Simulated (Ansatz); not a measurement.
Pulling the pair apart

The pair of Br⁻ (SMILES [Br-], atom 1) and SiNH5 (SMILES [SiH3]N, atoms 2–8), both closed shells, in one local arrangement (a lower one may exist), relaxed at PBE0-D4/def2-TZVPD:

```json
{"atom": "Br1", "x (Å)": "-0.9104", "y (Å)": "-1.5992", "z (Å)": "-2.9095"}
{"atom": "Si2", "x (Å)": "0.3776", "y (Å)": "0.0152", "z (Å)": "0.9500"}
{"atom": "N3", "x (Å)": "-0.0774", "y (Å)": "0.6843", "z (Å)": "-0.5503"}
{"atom": "H4", "x (Å)": "1.6370", "y (Å)": "-0.7662", "z (Å)": "0.8069"}
{"atom": "H5", "x (Å)": "0.6366", "y (Å)": "1.1348", "z (Å)": "1.9118"}
{"atom": "H6", "x (Å)": "-0.5973", "y (Å)": "-0.8827", "z (Å)": "1.6534"}
{"atom": "H7", "x (Å)": "-0.7959", "y (Å)": "1.3928", "z (Å)": "-0.5437"}
{"atom": "H8", "x (Å)": "-0.2700", "y (Å)": "0.0209", "z (Å)": "-1.3187"}
```

SiNH5 is shifted rigidly along the line between the mean atom positions of the two fragments (negative: closer). Counterpoise interaction energies in kJ/mol. Program: Ansatz 0.2.0. Basis: def2-TZVPPD. Cores are frozen in the correlated methods. Filled d shells of the heavier atoms are correlated. The def2 sets are not built for correlating such inner shells, so the correlated values are less sure here.

```csv
shift (Å),PBE-D4,HF,wB97M-V
-0.24,-54.2,-21.7,-45.8
-0.12,-57.4,-29.8,-50.3
0.00,-58.1,-34.6,-52.0
0.12,-57.2,-37.0,-51.8
0.28,-54.3,-37.9,-49.7
0.59,-46.9,-35.5,-43.2
1.18,-33.4,-27.3,-30.8
2.36,-17.7,-15.5,-16.4
```

**Question.** What does CCSD(T) give at these shifts? (An estimate is asked for; the value comes from the calculation.)

**Answer.** Computed: -42.9, -47.7, -49.6, -49.6, -47.8, -41.8, -30.0, -16.0 kJ/mol. For zero shift, CCSD(T) at an estimated basis limit (MP2 extrapolated from triple and quadruple zeta, plus CCSD(T) − MP2 in triple zeta) gives -53.3 kJ/mol. These are counterpoise interaction energies, counted from the two frozen fragments.

No T1 diagnostic of these runs exceeds 0.009.

For scale, one of the runs: CCSD(T)/def2-TZVPPD, 227 basis functions, launched by `ansatz run in.yaml --threads 4 --pin off --events-out ev --progress --plain --max-ram 9574MiB`. Time: 70 s of wall clock on 4 CPU threads of an Intel Xeon Platinum 8259CL; the host was shared. Peak host memory: 3.7 GiB.
